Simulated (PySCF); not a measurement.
# GaOBr, singlet: computed properties

All numbers come from PySCF, PBE0, basis Ga def2-TZVP, O def2-TZVP, Br def2-TZVP (no relativity, density fitting).

The structure is a minimum.

```xyz
3
charge 0 multiplicity 1, angstrom
Ga    0.0000    0.0000   -0.9103
O     0.0000    0.0000   -2.5552
Br    0.0000    0.0000    1.3128
```

| Property | Result |
| --- | --- |
| Point group | C∞v |
| Bond lengths | Ga–Br 2.223 Å, Ga–O 1.645 Å |
| Bond angles | Br–Ga–O 180.0° |
| Entropy at 298.15 K and 1 bar | 277.9 J/(mol K) |
| Lowest empty level | -2.52 eV |
| Principal quadrupole moments (Buckingham, traceless) about the centre of mass | -14.90, 7.45, 7.45 D Å |
| Rotational constants | 0.05665 cm⁻¹ |
| Principal polarisabilities | 36.3, 36.3, 71.9 bohr³ |
| Atomisation energy without zero-point energy | 727 kJ/mol |
| Highest occupied level | -8.07 eV |
| Dipole moment | 3.80 D |
| Enthalpy at 298.15 K above 0 K | 13.26 kJ/mol |
| Zero-point energy | 9.3 kJ/mol |
| Rotational symmetry number | 1 |
| Heat capacity Cp at 298.15 K | 53.7 J/(mol K) |

Harmonic modes (masses in u: Ga 68.926, O 15.995, Br 78.918):
```csv
symmetry,ω (cm⁻¹),"IR (km/mol, summed over degenerate members)",μ (u)
π,144,57.7,24.47
σ+,322,12.4,51.71
σ+,952,61.6,19.21
```

In C∞v the vibrations span π + 2σ+.

Charges (e):
```json
{"atom": "Ga1", "Mulliken": "0.60", "Löwdin": "-0.02", "polar tensor": "0.99", "Mayer order to Ga1": "–"}
{"atom": "O2", "Mulliken": "-0.47", "Löwdin": "-0.27", "polar tensor": "-0.66", "Mayer order to Ga1": "2.12"}
{"atom": "Br3", "Mulliken": "-0.13", "Löwdin": "0.29", "polar tensor": "-0.34", "Mayer order to Ga1": "1.21"}
```

Mulliken populations on Ga1: s 6.96, p 13.16, d 10.19, f 0.08.

Outer orbital energies (eV). occupied: -23.35, -22.35, -12.67, -9.99, -9.99, -9.67, -8.07, -8.07; empty: -2.52, -0.98, -0.98, 2.28.

Counting electrons, gallium keeps none of its valence electrons outside its bonds, so the VSEPR class is AX2 and the expected shape is linear; with unlike ligands the computed point group is C∞v.

Other isomers or separated fragments may lie lower.

The final relaxation and frequency run took 40 s on 2 threads of a shared Arm Neoverse V2 host, with 127 basis functions and 9 gradients; the process peaked at 1.1 GiB.
